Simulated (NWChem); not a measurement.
Molecule: C3H7NS; SMILES N(=C\CS)/C

```xyz
12

C      0.4532    -2.7593    -0.0696
N     -0.1594    -1.5480     0.4209
C     -0.3136    -0.5717    -0.3882
C     -0.9045     0.7290     0.0646
S      0.3536     2.0741     0.0016
H      1.3536    -2.9909     0.5393
H     -0.2424    -3.6129     0.0802
H      0.7505    -2.7267    -1.1473
H      0.0253    -0.6110    -1.4564
H     -1.3283     0.6247     1.0820
H     -1.7011     1.0701    -0.6285
H      1.1901     1.5083     0.9168
```
Atoms are numbered in this order, from 1.

All runs: NWChem. Pople sets run with spherical d functions. Structure relaxed at the PBE-D3(BJ)/def2-SVP level. Not confirmed as a minimum by frequencies. Level M06-2X/6-31G*: energy and gradient on several grids; changes count from the extra-fine grid, which is no exact limit either.

```json
[
 {"grid": "xcoarse", "size of the energy change (μHa)": "20000", "largest change of a gradient component (μHa/bohr)": "7000", "time, medium = 1 (rough)": "about 1"},
 {"grid": "coarse", "size of the energy change (μHa)": "200", "largest change of a gradient component (μHa/bohr)": "800", "time, medium = 1 (rough)": "about 1"},
 {"grid": "medium", "size of the energy change (μHa)": "100", "largest change of a gradient component (μHa/bohr)": "300", "time, medium = 1 (rough)": "about 1"},
 {"grid": "fine", "size of the energy change (μHa)": "< 10", "largest change of a gradient component (μHa/bohr)": "80", "time, medium = 1 (rough)": "about 1"},
 {"grid": "xfine", "size of the energy change (μHa)": "< 10", "largest change of a gradient component (μHa/bohr)": "< 30", "time, medium = 1 (rough)": "3"}
]
```
